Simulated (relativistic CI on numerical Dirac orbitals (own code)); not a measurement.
Pb3+: sensitivity of the levels to the model

Base calculation: Dirac-Coulomb-Breit CI, orbitals from a KLI potential per configuration, a model potential for QED, valence Slater integrals scaled by 0.85, P86 correlation energy added to each configuration.

CI space (outside the closed core [Xe] 4f14): 5d¹⁰6s, 5d¹⁰6p, 5d¹⁰6d, 5d⁹6s², 5d¹⁰6f, 5d¹⁰7s, 5d⁹6s6p, 5d⁹6s5f, 5d¹⁰7p, 5d¹⁰5f, 5d⁹6s5g, 5d¹⁰8s, 5d¹⁰7d, 5d¹⁰8p, 5d¹⁰5g, 5d¹⁰9s, 5d¹⁰8d, 5d¹⁰9p, 5d¹⁰10s, 5d¹⁰10p, 5d⁹6s7p, 5d⁹6s7s, 5d⁹6s6d, 5d⁹6s8s, 5d⁹6s7d. Double excitations out of closed p, d and f shells are left out; levels of such configurations are missing from the list, as are those of other unlisted configurations, and high levels can miss mixing partners.

The lowest level and the first level of each name with at least 55 % of one term (blank where a level has no safe partner in the second run):

```tsv
Level	Base (cm⁻¹)	Shift (cm⁻¹)
5d¹⁰6s ²S1/2	0.0	0.0
5d¹⁰6p ²P°1/2	74194.8	+1408.0
5d¹⁰6p ²P°3/2	94236.1	+1154.6
5d⁹6s² ²D5/2	110597.4	-401.6
5d⁹6s² ²D3/2	131069.3	-388.4
5d⁹6s6p ⁴P°5/2	167891.2	-514.4
5d⁹6s6p ⁴F°7/2	174806.4	-490.8
5d¹⁰7s ²S1/2	178645.9	-550.1
5d¹⁰6d ²D3/2	178912.7	-631.3
5d¹⁰6d ²D5/2	180892.3	-605.4
5d⁹6s6p ⁴F°9/2	189433.6	-504.1
5d⁹6s6p ⁴F°3/2	189550.4	-488.6
5d⁹6s6p ²D°3/2	195249.0	-548.3
5d⁹6s6p ⁴D°7/2	195965.0	-552.5
5d¹⁰7p ²P°1/2	201706.0	+968.2
5d⁹6s6p ²P°3/2	201862.3	-66.6
5d¹⁰7p ²P°3/2	208514.9	+771.1
5d¹⁰5f ²F°7/2	211196.5	+2075.5
5d¹⁰5f ²F°5/2	213979.3	-365.4
5d⁹6s6p ²F°7/2	214027.7	-549.2
5d⁹6s6p ²P°1/2	236869.6	
5d¹⁰8s ²S1/2	242424.9	-568.9
```

For a near-neutral ion this model can misplace configurations by up to about 10,000 cm⁻¹ (more where the count of f electrons changes) and terms by 10 to 25 % of their spread. Rates follow the energies as ν³ (E1, M1) or ν⁵ (E2), so they and the lifetimes can be off by large factors. The fine structure of a lone outer electron comes out too small, for d and f at times inverted, and misplaced configurations move strength between like terms. 10 of the 10 excited levels that our extract of the measured tables holds in this range could be paired (the sources list more); they are missed by 6216 cm⁻¹ on average and 9345 at most, and levels without a partner can miss by more.

**Question.** One thing was changed in a second run, which moved the levels as shown. Which?
A. self-excluded LDA correlation estimate
B. QED terms removed
C. configuration mixing switched off
D. Breit term removed
E. Slater integrals left unscaled

**Answer.** C. Configuration mixing switched off. Without mixing, levels that were pushed by configurations of the same parity and J return to their single-configuration places.

LS names give the leading component of a level, which can be under half, so a name can repeat, a term be missing and a line seem to break the LS rules.
